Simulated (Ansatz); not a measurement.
C₂H₄BClO, SMILES `O=CCBCl`, charge 0, multiplicity 1.

Problem. Give a relaxed structure at PBE0-D4/def2-TZVP (Ansatz). (An estimate is asked.)

Solution. Computed: 
Cartesian coordinates in Å:
```
O -2.0737 -0.9798 -0.4453
C -0.9017 -0.8027 -0.6242
C 0.0528 -0.3426 0.4348
B 0.7221 1.0242 0.0916
Cl 1.1644 2.1374 1.3537
H -0.4497 -0.9602 -1.6274
H 0.9076 -1.0418 0.4211
H -0.4078 -0.3781 1.4227
H 0.9860 1.3436 -1.0271
```
This is one stationary point; other conformers may exist.
